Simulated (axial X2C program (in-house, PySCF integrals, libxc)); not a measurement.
**Low determinants of LiOs⁺ at the PBE0 level, with spin–orbit coupling**

Calculated with an in-house all-electron X2C program for linear molecules (integrals from PySCF). Two-component (2c) means X2C with spin–orbit coupling and atomic mean-field two-electron Coulomb and Gaunt terms. Basis: Os dyall-cv3z [13s14p9d6f4g], Li dyall-cv3z [7s8p2d] (cores contracted in-house); Gaussian nuclei, density fitting, unrestricted open shells. Masses: Os 191.961 u, Li 7.016 u.

Search at 2.700 Å (vertical energies from the lowest determinant):

```
ΔE (eV)  state  electrons beyond evenly filled partner blocks  electrons in ±ω = 1/2, 3/2, 5/2, 7/2
   0.00  Ω = 3                               ω = 1/2, ω = 5/2                             45 22 9 2
   0.02  Ω = 4                               ω = 3/2, ω = 5/2                             44 23 9 2
   0.21  Ω = 2                              ω = -1/2, ω = 5/2                             45 22 9 2
   0.29  Ω = 1                              ω = -3/2, ω = 5/2                             44 23 9 2
   0.88  Ω = 5                  2 × ω = 1/2, ω = 3/2, ω = 5/2                             44 23 9 2
   0.92  Ω = 2                 2 × ω = 1/2, ω = -3/2, ω = 5/2                             44 23 9 2
   1.13  Ω = 1                              ω = -1/2, ω = 3/2                             45 23 8 2
```

Lowest determinant, Ω = 3 (⟨Sz⟩ = 1.90, ⟨Lz⟩ = 1.10 at PBE0): Re = 2.697 Å, ωe = 302.3 cm⁻¹.

The determinant in row 2 of the search, Ω = 4 (⟨Sz⟩ = 1.92, ⟨Lz⟩ = 2.08 at PBE0), was followed along the bond at PBE0; measured from the minimum of the lowest determinant it gives:

Te = 0.017 eV (134 cm⁻¹), Re = 2.770 Å, ωe = 285.2 cm⁻¹.

Problem. Compare the bond of the determinant in row 2 with that of the lowest one.

Solution. At PBE0 its Re is 0.073 Å longer and its force constant, which goes as ωe², is 0.89 times that of the lowest determinant. T0 ≈ Te + Δωe/2 = 134 + (-9) = 125 cm⁻¹.

The search compares states at one distance, so a state with another bond length can lie lower; it is not exhaustive and yields mostly the lowest determinant of each block pattern, so other components and higher states of one pattern are missing. These are energies of single determinants, not of spin-adapted states; PBE0 term energies can be off by some tenths of an eV, and the functional has no current term. Open-shell Ω = 0 determinants with evenly filled partner blocks cannot be reached by this program, so the Ω shown need not be the lowest component. The lowest determinant need not be the ground state where others lie within half an eV.
